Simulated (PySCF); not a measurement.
Identify the unknown among the candidates.

All candidates are C5H12OSi2.

| technique | computed result |
| --- | --- |
| 13C NMR | chemical shifts (computed TMS as zero) by class: 143.1 (1 C), 142.7 (1 C), 19.5 (2 C), 14.7 (1 C) ppm [GIAO PBE0/pcSseg-1] |
| XPS | Si2p3/2 106.6, Si2p3/2 107.4, C1s 289.7 (×2), C1s 289.9, C1s 290.4, C1s 290.5, O1s 537.5, Si1s 1846.5, Si1s 1847.3 eV [ΔSCF SCAN, pcX-2 on the ionised atom, pcseg-1 elsewhere, spin-free X2C, 2p3/2 from a spin–orbit splitting computed afterwards within the 2p shell] |
| UV, first state | lowest singlet excitation: 5.67 eV (219 nm, f = 0.003) [TDDFT B3LYP/def2-SVPD] |
| NMR, other nuclei | isotropic shieldings of nuclei other than C and H, by class: 281 (1 O), 349 (1 Si), 393 (1 Si) ppm [GIAO PBE0/pcSseg-1] |
| Rotational structure | rotational constants A, B, C: 2.011, 0.961, 0.759 GHz [PBE0-D3(BJ)/def2-SVP] |
| Dipole | 0.67 D [B3LYP/def2-SVPD] |

The electronic properties come from PySCF, for the isolated species, density fitting. Levels stand in brackets. The structure is a single PBE0-D3(BJ)/def2-SVP conformer in the gas phase; no vibrational or solvent corrections. NMR values are class means; diastereotopic atoms form classes of their own.

**Question.** Which candidate is it?
A. `C=C[Si]1(O[SiH3])CCC1`
B. `C1C[Si@H](C2CC2)O[SiH2]1`
C. `CC(C)[Si@H](O)C#C[SiH3]`
D. `C=CC[C@H]1C[SiH2]O[SiH2]1`
E. `C#CC[C@@H](C)[SiH2]O[SiH3]`

**Answer.** A. It is `C=C[Si]1(O[SiH3])CCC1`. Numbering: `[CH2:1]=[CH:2][Si:3]1([O:4][SiH3:5])[CH2:6][CH2:7][CH2:8]1`. Its formula, C5H12OSi2, gives 2 degrees of unsaturation: 1 ring and 1 π bond in the structure found. 5 carbons fall into 4 classes; from least to most shielded: alkene CH carbon [C2] (143.1 ppm), terminal =CH2 carbon [C1] (142.7 ppm), ring sp3 carbon bound to silicon [C6/C8] (19.5 ppm, 2 C), four-membered-ring carbon [C7] (14.7 ppm). The other shieldings belong to: 281 ppm, siloxane oxygen [O4]; 349 ppm, oxygen-bound silicon [Si3]; 393 ppm, oxygen-bound silicon [Si5]. The core levels belong to: Si2p3/2 106.6 eV, oxygen-bound silicon [Si3]; Si2p3/2 107.4 eV, oxygen-bound silicon [Si5]; C1s 289.7 eV, sp3 carbon bound to silicon [C6/C8]; C1s 289.9 eV, alkene CH carbon [C2]; C1s 290.4 eV, terminal =CH2 carbon [C1]; C1s 290.5 eV, four-membered-ring carbon [C7]; O1s 537.5 eV, siloxane oxygen [O4]; Si1s 1846.5 eV, oxygen-bound silicon [Si3]; Si1s 1847.3 eV, oxygen-bound silicon [Si5]. One atom of each topological class was ionised and stands for its class. The optimised geometry has point group C1 and is an asymmetric top.

The others, at the same levels:
- `C#CC[C@@H](C)[SiH2]O[SiH3]` fails: it has 5 carbon classes against 4; its computed 13C shifts are 86.7 (1 C), 75.8 (1 C), 24.0 (1 C), 21.8 (1 C), 14.5 (1 C) ppm, lowest singlet excitation is 6.39 eV (194 nm, f = 0.002) (against 5.67 eV) and rotational constant A is 2.403 GHz (against 2.011 GHz).
- `CC(C)[Si@H](O)C#C[SiH3]` fails: it has 5 carbon classes against 4; its computed 13C shifts are 122.4 (1 C), 110.6 (1 C), 17.4 (1 C), 16.3 (1 C), 15.7 (1 C) ppm, lowest singlet excitation is 5.33 eV (232 nm, f = 0.001) (against 5.67 eV) and smallest rotational constant is 0.565 GHz (against 0.759 GHz).
- `C=CC[C@H]1C[SiH2]O[SiH2]1` fails: it has 5 carbon classes against 4; its computed 13C shifts are 146.9 (1 C), 123.7 (1 C), 44.0 (1 C), 25.9 (1 C), 17.7 (1 C) ppm, core binding energies are Si2p3/2 107.0, Si2p3/2 107.1, C1s 290.2, C1s 290.2, C1s 290.2, C1s 290.6, C1s 290.7, O1s 537.5, Si1s 1846.9, Si1s 1847.0 eV and lowest singlet excitation is 6.53 eV (190 nm, f = 0.001) (against 5.67 eV).
- `C1C[Si@H](C2CC2)O[SiH2]1` fails: it has 5 carbon classes against 4; its computed 13C shifts are 9.5 (1 C), 8.5 (1 C), 3.7 (1 C), 0.0 (1 C), -3.2 (1 C) ppm, core binding energies are Si2p3/2 106.6, Si2p3/2 106.9, C1s 290.0, C1s 290.1, C1s 290.1, C1s 290.6, C1s 290.7, O1s 537.2, Si1s 1846.5, Si1s 1846.8 eV and rotational constant A is 3.494 GHz (against 2.011 GHz).

Each candidate is one conformer, not necessarily the lowest. The conformers computed, where there is a choice (atom-mapped SMILES and torsion angles):
- `[CH2:1]=[CH:2][Si:3]1([O:4][SiH3:5])[CH2:6][CH2:7][CH2:8]1`: C1–C2–Si3–O4 -133°, C2–Si3–O4–Si5 -172°
- `[CH:1]#[C:2][CH2:3][C@@H:4]([CH3:5])[SiH2:6][O:7][SiH3:8]`: C2–C3–C4–C5 60°, C3–C4–Si6–O7 -60°, C4–Si6–O7–Si8 -70°
- `[CH3:1][CH:2]([CH3:3])[Si@H:4]([OH:5])[C:6]#[C:7][SiH3:8]`: C1–C2–Si4–O5 -179°, H–O5–Si4–C2 -89°

The conformers of `C=CC[C@H]1C[SiH2]O[SiH2]1` and `C1C[Si@H](C2CC2)O[SiH2]1` aren't listed.
